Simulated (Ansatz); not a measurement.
`O[SiH2]N[SiH3]` and `[SiH3]N[SiH2]S` differ in one element.

Ansatz, PBE0-D4/def2-TZVP geometries, multiplicity 1. Each molecule was computed in one conformer, which needn't be the lowest.

| property | `O[SiH2]N[SiH3]` |
| --- | --- |
| size of the dipole moment (PBE/def2-TZVPP) / D | 1.19 |
| HOMO–LUMO gap (B3LYP/def2-TZVPP) / eV | 7.44 |
| LUMO energy (PBE0/def2-TZVPP) / eV | 0.14 |
| HOMO energy (B3LYP/def2-TZVPP) / eV | -7.54 |
| HOMO energy (PBE/def2-TZVPP) / eV | -6.42 |
| HOMO–LUMO gap (PBE/def2-TZVPP) / eV | 5.72 |

Task: What does the change do to each property? (An estimate is asked.)

Result: The calculation gave: 
| property | `[SiH3]N[SiH2]S` | shift |
| --- | --- | --- |
| size of the dipole moment (PBE/def2-TZVPP) / D | 1.14 | -0.05 |
| HOMO–LUMO gap (B3LYP/def2-TZVPP) / eV | 6.95 | -0.49 |
| LUMO energy (PBE0/def2-TZVPP) / eV | 0.00 | -0.14 |
| HOMO energy (B3LYP/def2-TZVPP) / eV | -7.16 | 0.38 |
| HOMO energy (PBE/def2-TZVPP) / eV | -6.17 | 0.25 |
| HOMO–LUMO gap (PBE/def2-TZVPP) / eV | 5.34 | -0.38 |

With PBE0 the HOMO rises by 0.36 eV and the LUMO falls by 0.14 eV, so the gap narrows by about 0.50 eV. PBE moves the HOMO by 0.25 eV and ωB97M-V by 0.47 eV. Dipoles are sizes alone; their direction can turn.

B3LYP here is the variant with VWN-RPA as its local correlation; programs differ in this.

Positive LUMOs are unbound, so they and the gaps depend on the basis.
